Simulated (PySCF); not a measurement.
Several molecules and their computed UV-vis stick spectra, shuffled. The calculation used TDDFT B3LYP/def2-SVPD, vertical, gas phase, core orbitals frozen in the response in PySCF 2.14.0, density-fitted response routines. Geometries: PBE0-D3(BJ)/def2-SVP; one conformer of each isolated species. Triplets are in the Tamm–Dancoff approximation.

A. `[H]/N=C/c1ccccc1C`
B. `C(C1=C(C2CC2)[C@@H]1C)#N`
C. `CNCCCN`
D. `CC#C[C@@]12[C@H]3C[C@@H]1[C@@H]2C3`

Lowest singlet levels (six at most, fewer where fewer were computed) with oscillator strengths:

1. 4.46 eV (f 0.001); 4.56 eV (f 0.032); 4.93 eV (f 0.257); 5.97 eV (f 0.158); 6.14 eV (f 0.000); 6.41 eV (f 0.361)
2. 4.93 eV (f 0.241); 5.25 eV (f 0.002); 5.80 eV (f 0.002); 5.88 eV (f 0.000); 6.38 eV (f 0.012); 6.75 eV (f 0.011); T1 3.21 eV
3. 5.39 eV (f 0.002); 5.71 eV (f 0.002); 5.87 eV (f 0.029); 6.12 eV (f 0.000); 6.23 eV (f 0.005); 6.34 eV (f 0.010)
4. 5.07 eV (f 0.004); 5.75 eV (f 0.009); 5.84 eV (f 0.008); 6.11 eV (f 0.003); 6.28 eV (f 0.007); 6.69 eV (f 0.009); T1 5.00 eV

Problem. Which spectrum belongs to which structure?

Solution. 1 = A, 2 = B, 3 = D, 4 = C.
- A: S1 at 4.46 eV, HOMO-2→LUMO (98%); Löwdin shares by element: HOMO carbon 51% or more, nitrogen 13% (atoms not listed hold the other 36%); LUMO carbon 42% or more, nitrogen 21% (atoms not listed hold the other 36%); HOMO -6.85 and LUMO -1.68 eV; point group Cs, 1 of its 6 listed states under f = 0.0005.
- B: S1 at 4.93 eV, HOMO→LUMO (93%); Löwdin shares by element: HOMO carbon 50% or more, nitrogen 14% (atoms not listed hold the other 37%); LUMO carbon 61% or more, nitrogen 17% (atoms not listed hold the other 22%); HOMO -6.92 and LUMO -1.65 eV.
- C: S1 at 5.07 eV, HOMO→LUMO (97%); Löwdin shares by element: HOMO nitrogen 55% or more, carbon 23% or more (atoms not listed hold the other 23%); LUMO hydrogen 26% or more, carbon 15% or more, nitrogen 10% or more (atoms not listed hold the other 49%); HOMO -5.62 and LUMO 0.26 eV.
- D: S1 at 5.39 eV, HOMO→LUMO+1 (89%); Löwdin shares by element: HOMO carbon 69% or more (atoms not listed hold the other 31%); LUMO carbon 49% or more, hydrogen 7% or more (atoms not listed hold the other 45%); HOMO -6.08 and LUMO 0.46 eV.
B and C have S1 within 0.15 eV of each other; their strongest listed levels stand at 4.93 eV (f 0.241) and 6.69 eV (f 0.009).
